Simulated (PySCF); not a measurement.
Simulated P 2p region for `C[B@@H-]([PH3+])Br`, binding energy against the vacuum level.

Every computed line was given a Gaussian of 1.0 eV full width at half maximum and an area set by the number of equivalent atoms (split 2:1 within a doublet); the highest printed point is 100. Computed, not measured: PySCF, delta-SCF UKS SCAN, pcX-2 on the ionised atom, pcseg-1 elsewhere, spin-free X2C.

(binding energy (eV), intensity): (137.0, 0), (137.1, 1), (137.2, 2), (137.3, 3), (137.4, 5), (137.5, 9), (137.6, 15), (137.7, 23), (137.8, 33), (137.9, 46), (138.0, 59), (138.1, 73), (138.2, 85), (138.3, 94), (138.4, 99), (138.5, 100), (138.6, 97), (138.7, 92), (138.8, 85), (138.9, 79), (139.0, 73), (139.1, 67), (139.2, 63), (139.3, 58), (139.4, 52), (139.5, 46), (139.6, 39), (139.7, 31), (139.8, 24), (139.9, 18), (140.0, 12), (140.1, 8), (140.2, 5), (140.3, 3), (140.4, 2), (140.5, 1), (140.6, 0), (140.7, 0), (140.8, 0)

Question: How many maxima does the curve show, and how many computed lines lie under it?

Answer: The curve has 1 maximum (at 138.5 eV). Under it lie 2 lines from 1 inequivalent phosphorus site, drawn as a 2p3/2, 2p1/2 pair. At this width some lines have no maximum of their own.

Question: Decompose the envelope and assign each component. Numbering: `[CH3:1][B@@H-:2]([PH3+:3])[Br:4]`.

Answer: 
```tsv
position (eV)	relative area	line	atoms	environment
138.41	0.67	P 2p3/2	P3	phosphorus bonded to B and 3 H
139.30	0.33	P 2p1/2	P3	phosphorus bonded to B and 3 H
```

Question: What are the centre and the root-mean-square width of the whole band?

Answer: The area-weighted mean of the lines is 138.71 eV. Their own spread about it is 0.42 eV (rms) and each Gaussian has σ = 1.0/2.355 = 0.42 eV; the variances add, which gives 0.60 eV.

Shake-up satellites, vibrational structure and lifetime widths aren't simulated. The 2p values aren't plain energy differences: one relaxed spin-free 2p hole is combined with a matrix within the shell (ground-state 2p orbital-energy differences and spin–orbit coupling). 2p3/2, the mean of its two sublevels, lies a third of the splitting below the shell's mean and 2p1/2 two thirds above it; the statistical areas are 2:1. 2p1/2 minus 2p3/2 (ligand field included): P 0.89 eV. Geometry: PBE0-D3(BJ)/def2-SVP; no solvent, vibrations or thermal averaging.

On one thread, x86-64 server, no GPU, on a shared host, this took 39 s.
